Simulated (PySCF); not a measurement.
Compound: TMS, C4H12Si.
Numbering: `[CH3:1][Si:2]([CH3:3])([CH3:4])[CH3:5]` (hydrogens: H6, H7, H8 on C1; H9, H10, H11 on C3; H12, H13, H14 on C4; H15, H16, H17 on C5)

Structure optimised with GFN2-xTB, isolated species.

Q: Give the optimised bond lengths and angles.

A: 
| bond | length (Å) | order |
| --- | --- | --- |
| C1–Si2 and 3 like bonds | 1.909 | single |
| C1–H6 and 11 like bonds | 1.086 | single |

Bonds in one row agree within 0.01 Å and their mean is given. Orders are formal, as drawn. A selection of angles:
| angle | degrees |
| --- | --- |
| Si2–C1–H6 | 111.4 |
| H6–C1–H7 | 107.5 |
| C1–Si2–C3 | 109.5 |

All 4 C–Si bonds measure 1.909 Å. Si2 (four-coordinate silicon) is tetrahedral (angles from 109.4° to 109.6°).

Point group: Td (every atom within 0.08 Å of its image). Not checked by GFN2-xTB frequencies.

These are computed values.
